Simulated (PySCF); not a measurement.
Field gradients from PBE0/pcSseg-1 densities (PySCF, non-relativistic) at GFN2-xTB geometries, isolated species, one conformer each; χzz is the principal value of largest magnitude, with Q(14N) = 0.02044 b, Q(35Cl) = −0.0817 b. Where η is near 1, a small change in the tensor can flip the sign of χzz. GFN2-xTB bond lengths can be off by several hundredths of an ångström, more for odd bonds, and the gradients follow them. A larger basis could move these couplings by a tenth or more.

Task: Rank these 14N sites by the size of the quadrupole coupling, smallest first.
A. The primary amine nitrogen of `NC[C@H]1CC=C1Cl`
B. The silicon-bound nitrogen of `CCN(C)[SiH2]S`
C. N6 (pyrrole-type nitrogen) in `[N:1]#[C:2][c:3]1[n:4][n:5][n:6]2[cH:7][cH:8][cH:9][cH:10][c:11]12`
D. The nitrile nitrogen of `N#C[C@@]1([SiH2]F)CCC[SiH2]1`
E. The nitrile nitrogen of `N#C[C@]1(F)CC[SiH2]C[SiH2]1`
F. N9 (pyridine-type nitrogen) in `[F:1][C:2]([F:3])=[C:4]([F:5])[c:6]1[n:7][cH:8][n:9][o:10]1`

Result: C (1.740 MHz), D (4.397 MHz), E (4.749 MHz), B (5.257 MHz), A (5.527 MHz), F (5.966 MHz).

Task: Rank these 35Cl sites by the size of the quadrupole coupling, smallest first.
A. Cl7 (silicon-bound chlorine) in `[CH3:1][CH2:2][C@@H:3]([Cl:4])[SiH2:5][Si@H:6]([Cl:7])[O:8][CH3:9]`
B. The alkyl chlorine of `CC[SiH2][C@H](F)[SiH2]CCl`
C. The alkyl chlorine of `CC#CC(Cl)Cl`
D. The vinyl chlorine of `NC[C@H]1CC=C1Cl`

Result: A (36.83 MHz), D (70.30 MHz), B (77.72 MHz), C (82.05 MHz).

All sites together:

```
nucleus                                                                                                site  Vzz (au)     η  χzz (MHz)
    14N                                                 the nitrile nitrogen of N#C[C@]1(F)CC[SiH2]C[SiH2]1    -0.989  0.26     -4.749
    14N                                                       the primary amine nitrogen of NC[C@H]1CC=C1Cl    -1.151  0.14     -5.527
    14N          N9 (pyridine-type nitrogen) in [F:1][C:2]([F:3])=[C:4]([F:5])[c:6]1[n:7][cH:8][n:9][o:10]1    -1.242  0.95     -5.966
    14N    N6 (pyrrole-type nitrogen) in [N:1]#[C:2][c:3]1[n:4][n:5][n:6]2[cH:7][cH:8][cH:9][cH:10][c:11]12    -0.362  0.65     -1.740
    14N                                                the nitrile nitrogen of N#C[C@@]1([SiH2]F)CCC[SiH2]1    -0.916  0.15     -4.397
    14N                                                         the silicon-bound nitrogen of CCN(C)[SiH2]S    -1.095  0.34     -5.257
   35Cl                                                     the alkyl chlorine of CC[SiH2][C@H](F)[SiH2]CCl     4.049  0.03     -77.72
   35Cl  Cl7 (silicon-bound chlorine) in [CH3:1][CH2:2][C@@H:3]([Cl:4])[SiH2:5][Si@H:6]([Cl:7])[O:8][CH3:9]     1.918  0.19     -36.83
   35Cl                                                                   the alkyl chlorine of CC#CC(Cl)Cl     4.274  0.04     -82.05
   35Cl                                                               the vinyl chlorine of NC[C@H]1CC=C1Cl     3.662  0.11     -70.30
```
